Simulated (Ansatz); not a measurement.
Two isomers of C2H8SiTe: A = `CC[SiH2][TeH]`, B = `CC([SiH3])[TeH]`.

Isolated molecules relaxed with PBE0-D4/def2-TZVP in Ansatz; ΔE leaves out vibrations. CBS: MP2 limit from def2 TZ/QZ plus the TZ coupled-cluster correction, frozen cores. Functionals use def2-TZVPP. B3LYP here is the variant with VWN-RPA as its local correlation; programs differ in this. Elements past krypton have def2 core potentials. For Te outer-core shells are correlated without core-valence functions, which leaves a few kJ/mol of doubt a bond. One conformer a species, not always the lowest.

(1) Which isomer does CCSD(T)/CBS put lower? Give the gap. (Estimate.)

(2) Give E(B) − E(A) in kcal/mol with B3LYP, CCSD/def2-TZVPP, PBE-D4, B2PLYP, ωB97M-V, PBE0-D4, CCSD(T)/def2-TZVPP. (Estimate.)

Largest T1 diagnostic: 0.011.

Answers

(1) Ansatz gave: A, by 22.1 kcal/mol.

(2) The calculation gave: B3LYP 23.9, CCSD/def2-TZVPP 22.2, PBE-D4 23.7, B2PLYP 23.0, ωB97M-V 23.4, PBE0-D4 24.7, CCSD(T)/def2-TZVPP 21.6. None reverses the order clearly.

From PBE to PBE0 (25 % exact exchange), in def2-TZVPP and without D4, E(B) − E(A) moves by +0.9 kcal/mol. The D4 term adds −1.0 kcal/mol with B3LYP and −0.5 kcal/mol with PBE0; it sums over pairs of atoms, weighted by their polarisabilities, and B3LYP, whose exchange is more repulsive, gets the larger term.
